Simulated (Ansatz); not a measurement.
`C=CCCCCCCCCC[S][Ag]`, relaxed as a singlet with RKS PBE-D4/def2-SVP in Ansatz, starting from the GFN2-xTB geometry. Force threshold 0.03 eV/Å.

In the def2 sets Ag takes a core potential; there is no spin–orbit coupling. The restricted singlet is unstable towards broken spin symmetry in Hartree–Fock (as tested in another run); at PBE-D4/def2-SVP this wasn't settled.

Start:

```
atom    x (Å)    y (Å)    z (Å)
  C1   2.4786  -0.5588   4.9541
  C2   1.4998  -1.2315   4.3790
  C3   1.6671  -2.0536   3.1391
  C4   1.1729  -1.3169   1.8850
  C5  -0.3371  -1.0876   1.8817
  C6  -0.8133  -0.2826   0.6718
  C7  -0.7072  -1.0472  -0.6464
  C8  -1.3501  -0.3018  -1.8166
  C9  -0.6293   1.0024  -2.1526
 C10  -1.1985   1.6670  -3.4037
 C11  -0.4879   2.9717  -3.7207
 S12  -1.1481   3.8133  -5.2085
Ag13  -1.6037   2.1033  -6.7218
 H14   2.3231   0.0398   5.8354
 H15   3.4847  -0.5824   4.5667
 H16   0.5010  -1.1946   4.7941
 H17   2.7246  -2.2918   3.0044
 H18   1.1146  -2.9911   3.2405
 H19   1.6846  -0.3540   1.8185
 H20   1.4533  -1.9057   1.0097
 H21  -0.8505  -2.0520   1.9040
 H22  -0.6138  -0.5418   2.7855
 H23  -0.2270   0.6358   0.6140
 H24  -1.8581  -0.0016   0.8261
 H25   0.3411  -1.2351  -0.8847
 H26  -1.2012  -2.0154  -0.5330
 H27  -2.3963  -0.0895  -1.5838
 H28  -1.3342  -0.9510  -2.6961
 H29   0.4337   0.7992  -2.3034
 H30  -0.7209   1.7009  -1.3200
 H31  -2.2648   1.8634  -3.2641
 H32  -1.0889   0.9884  -4.2709
 H33  -0.6279   3.6898  -2.9130
 H34   0.5796   2.8111  -3.8704
```

Q: Estimate the energy that the relaxation releases and the steps that it takes.

A: 24.6 kJ/mol, in 11 steps; 78 s on 6 threads of Arm Neoverse N1 on a shared host. The force fell under the threshold at step 9, but the optimiser went on. No frequencies were taken in this run, so the end may be a saddle point.

Q: Does the start keep its bonding and symmetry?

A: By distances, no bond broke or formed. The bond that changes most is C1–C2, from 1.32 to 1.35 Å (atoms count from 1).

Q: Predict the relaxed structure.

A: 
```xyz
34

C     2.5475   -0.7251    5.1839
C     1.5512   -1.2509    4.4482
C     1.7322   -2.0003    3.1566
C     1.1847   -1.2691    1.9129
C    -0.3313   -1.0398    1.9198
C    -0.8637   -0.2846    0.6937
C    -0.7267   -1.0369   -0.6363
C    -1.3457   -0.3147   -1.8410
C    -0.6460    0.9918   -2.2334
C    -1.2678    1.6705   -3.4584
C    -0.5497    2.9546   -3.8689
S    -1.3246    3.8961   -5.2433
Ag   -1.3960    2.3182   -6.9663
H     2.3506   -0.1751    6.1177
H     3.6036   -0.8294    4.8796
H     0.5110   -1.1197    4.8008
H     2.8119   -2.2134    3.0066
H     1.2236   -2.9890    3.2342
H     1.7039   -0.2896    1.8130
H     1.4668   -1.8601    1.0152
H    -0.8499   -2.0227    2.0034
H    -0.6132   -0.4711    2.8318
H    -0.3457    0.6980    0.6282
H    -1.9387   -0.0467    0.8549
H     0.3464   -1.2379   -0.8512
H    -1.2042   -2.0364   -0.5289
H    -2.4199   -0.1057   -1.6335
H    -1.3381   -0.9993   -2.7179
H     0.4312    0.7851   -2.4289
H    -0.6639    1.7033   -1.3784
H    -2.3388    1.8995   -3.2689
H    -1.2598    0.9669   -4.3245
H    -0.5591    3.6790   -3.0234
H     0.5182    2.7549   -4.0972
```
Bond lengths: 10 × C–C 1.35 to 1.54 Å; 1 × C–S 1.84 Å; 1 × Ag–S 2.34 Å; 21 × C–H 1.10 to 1.12 Å.
